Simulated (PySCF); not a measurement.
# Electronic structure of Al (aluminium, neutral) at the UHF level

Configuration: [Ne] 3s2 3p1, 2P determinant. Calculation: PySCF 2.14, in cc-pVDZ-DK (4s3p1d, 18 functions); the spin-free X2C one-electron Hamiltonian (Gaussian nucleus).

```
Total energy                                                  : -242.308433 hartree
One-electron energy                                           : -337.2550 hartree
Hartree (Coulomb) energy                                      : 113.0913 hartree
Exchange energy                                               : -18.1448 hartree
⟨S²⟩                                                          : 0.7644
⟨L²⟩                                                          : 2.043
Sum of ⟨r⟩                                                    : 13.64 bohr
Sum of ⟨r²⟩                                                   : 32.77 bohr²
Traceless quadrupole moment −½Σ⟨3z² − r²⟩ along its main axis : -5.42 e·bohr²
Langevin diamagnetic susceptibility                           : -26.0 ×10⁻⁶ cm³/mol
Time after the integrals                                      : 0.06 s of wall time on 1 thread of Neoverse-V1 (shared host)
```

```csv
shell,electrons,mean orbital energy (eV),spread (eV),"rms radius, mean of both spins (bohr)"
1s α,1,-1595.1,0,0.139
1s β,1,-1595.0,0,0.139
2s α,1,-134.05,0,0.676
2s β,1,-133.96,0,0.676
2p α,3,-87.512,0.155,0.674
2p β,3,-87.337,0.261,0.674
3s α,1,-11.575,0,2.80
3s β,1,-9.883,0,2.80
3p α,1,-5.870,0,3.66
```

Densities and radii are taken from the X2C orbitals without a picture-change correction, which distorts them close to the nucleus.
